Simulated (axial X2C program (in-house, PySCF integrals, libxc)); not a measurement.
# BeF: cheaper levels and CCSD(T), with spin–orbit coupling

Calculated with an in-house all-electron X2C program for linear molecules (integrals from PySCF). Two-component (2c) means X2C with spin–orbit coupling and atomic mean-field two-electron Coulomb and Gaunt terms. Basis: F dyall-av3z [7s6p3d2f], Be dyall-cv3z [8s8p3d1f] (cores contracted in-house); Gaussian nuclei, density fitting, unrestricted open shells. Masses: F 18.998 u, Be 9.012 u.

State: Ω = 1/2 (⟨Sz⟩ = 0.50, ⟨Lz⟩ = 0.00 at HF); fragments F + Be.

```json
{"level": "PBE0", "Re (Å)": "1.363", "ωe (cm⁻¹)": "1258.2", "De (eV)": "6.11"}
{"level": "HF", "Re (Å)": "1.353", "ωe (cm⁻¹)": "1305.9", "De (eV)": "4.95"}
{"level": "MP2", "Re (Å)": "1.376", "ωe (cm⁻¹)": "1231.9", "De (eV)": "6.39"}
{"level": "CCSD", "Re (Å)": "1.368", "ωe (cm⁻¹)": "1255.0", "De (eV)": "5.61"}
{"level": "TPSS", "Re (Å)": "1.375", "ωe (cm⁻¹)": "1217.6", "De (eV)": "6.11"}
```

Correlated methods: 9 electrons correlated (number of frozen shells: F 1 s; Be 1 s), 175 virtual spin orbitals or spinors in MP2, 90 natural virtuals in coupled cluster.

CCSD(T), same Hamiltonian and basis:

Re = 1.372 Å, ωe = 1242.4 cm⁻¹, De = 5.74 eV; T1 = 0.013 (Lee–Taylor normalisation).

(1) Give the differences from CCSD(T) in the columns below.

Occupations by symmetry block were frozen at the best pattern of an incomplete PBE0 search. Dissociation energies refer to the lowest single-determinant-based atoms at the same level and basis. Density functionals use the spin component along the axis (collinear). CCSD and (T) use frozen natural virtuals with an MP2 correction for the truncation; (T) itself is uncorrected, so its De runs slightly low. The 2c atoms are single determinants rather than J levels; their spin–orbit lowering is only partly caught, and De is too large by that part. This holds for PBE0, TPSS. Without a current term, density functionals place determinants with orbital angular momentum somewhat too high.

## Answers

(1) 

| level | ΔRe (Å) | Δωe (cm⁻¹) | ΔDe (eV) |
| --- | --- | --- | --- |
| PBE0 | -0.009 | 16 | 0.37 |
| HF | -0.019 | 64 | -0.79 |
| MP2 | 0.004 | -10 | 0.65 |
| CCSD | -0.004 | 13 | -0.13 |
| TPSS | 0.003 | -25 | 0.37 |
